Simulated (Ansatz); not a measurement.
Pulling on the C2–H6 bond in CH6Ge (SMILES [CH3][GeH3]) (multiplicity 1 held, fragments rigid). Energies count from the point at 1.090 Å.
Geometry at that point (charge 0, multiplicity 1):
```json
[
 {"atom": "Ge", "x (Å)": "-0.3884", "y (Å)": "0.0464", "z (Å)": "-0.0085"},
 {"atom": "C", "x (Å)": "1.5631", "y (Å)": "-0.1868", "z (Å)": "0.0343"},
 {"atom": "H", "x (Å)": "-1.0136", "y (Å)": "-0.8660", "z (Å)": "-1.0809"},
 {"atom": "H", "x (Å)": "-0.7462", "y (Å)": "1.5081", "z (Å)": "-0.3384"},
 {"atom": "H", "x (Å)": "-1.0010", "y (Å)": "-0.3122", "z (Å)": "1.3588"},
 {"atom": "H", "x (Å)": "1.8133", "y (Å)": "-1.2212", "z (Å)": "0.2678"},
 {"atom": "H", "x (Å)": "2.0026", "y (Å)": "0.4595", "z (Å)": "0.7934"},
 {"atom": "H", "x (Å)": "1.9937", "y (Å)": "0.0675", "z (Å)": "-0.9337"}
]
```

Signs of static correlation in cc-pVDZ, with CASSCF(2,2), from Ansatz (a quantum-chemistry and plane-wave program) runs.

```csv
R (Å),T1 of restricted CCSD,⟨S²⟩ of UHF,largest double amplitude of restricted CCSD,weight of the CASSCF reference in MRCISD,CASSCF natural occupations
0.872,0.008,0.000,0.031,0.901,1.99 0.01
0.981,0.008,0.000,0.031,0.901,1.99 0.01
1.090,0.008,0.000,0.031,0.900,1.98 0.02
1.199,0.008,0.000,0.032,0.900,1.98 0.02
1.307,0.009,0.000,0.031,0.900,1.97 0.03
1.471,0.010,0.000,0.033,0.900,1.94 0.06
1.634,0.012,0.000,0.076,0.900,1.91 0.09
1.907,0.018,0.535,0.185,0.900,1.83 0.17
2.179,(withheld),0.796,0.293,0.900,1.71 0.29
2.506,(withheld),0.926,0.428,0.900,1.54 0.46
2.942,0.054,0.986,0.601,0.900,1.32 0.68
3.487,0.068,1.005,0.769,0.901,1.15 0.85
```

Q: Some entries are withheld; supply them.

A: 
- 2.179, T1 of restricted CCSD: 0.026
- 2.506, T1 of restricted CCSD: 0.038

Doubts at one or more of the structures used: a restricted determinant that unrestricted orbitals would lower (R-CCSD(T)/cc-pVDZ); other coupled-cluster roots lie near (R-CCSD(T)/cc-pVDZ); T1 above 0.05 (R-CCSD(T)/cc-pVDZ, U-CCSD(T)/cc-pVDZ); a spin-contaminated determinant (U-CCSD(T)/cc-pVDZ).
